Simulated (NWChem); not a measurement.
# C2H8Si; SMILES C[SiH2]C

```xyz
11

Si     0.0000     0.0000    -0.5471
C     -1.5561     0.0000     0.5111
C      1.5561     0.0000     0.5111
H      0.0000     1.2075    -1.4357
H      0.0000    -1.2075    -1.4357
H     -1.5926    -0.8908     1.1578
H     -2.4607     0.0000    -0.1164
H     -1.5926     0.8908     1.1578
H      2.4607     0.0000    -0.1164
H      1.5926    -0.8908     1.1578
H      1.5926     0.8908     1.1578
```
Atoms are numbered in this order, from 1.

Results from NWChem. Pople sets run with spherical d functions. All runs use the structure optimised with PBE0/def2-SVP. Total energies compare along this basis series because the functional is fixed.

| level | basis functions | energy (Ha) | highest occupied level (eV) | orbital gap (eV) | dipole (D) |
|---|---|---|---|---|---|
| B3LYP/STO-3G | 27 | -366.2553 | -6.93 | 15.08 | 0.22 |
| B3LYP/3-21G | 47 | -368.5811 | -8.50 | 10.50 | 0.76 |
| B3LYP/6-31G* | 62 | -370.5345 | -8.38 | 9.95 | 0.83 |
| B3LYP/6-31+G* | 74 | -370.5395 | -8.55 | 8.45 | 0.76 |
| B3LYP/def2-SVP | 86 | -370.4066 | -8.55 | 9.85 | 0.78 |
| B3LYP/def2-SVPD | 128 | -370.4132 | -8.62 | 8.95 | 0.75 |
| B3LYP/def2-TZVP | 147 | -370.6037 | -8.58 | 9.33 | 0.77 |
| B3LYP/6-311++G** | 130 | -370.5929 | -8.61 | 8.35 | 0.72 |
| B3LYP/aug-cc-pVTZ | 326 | -370.6062 | -8.59 | 8.25 | 0.76 |
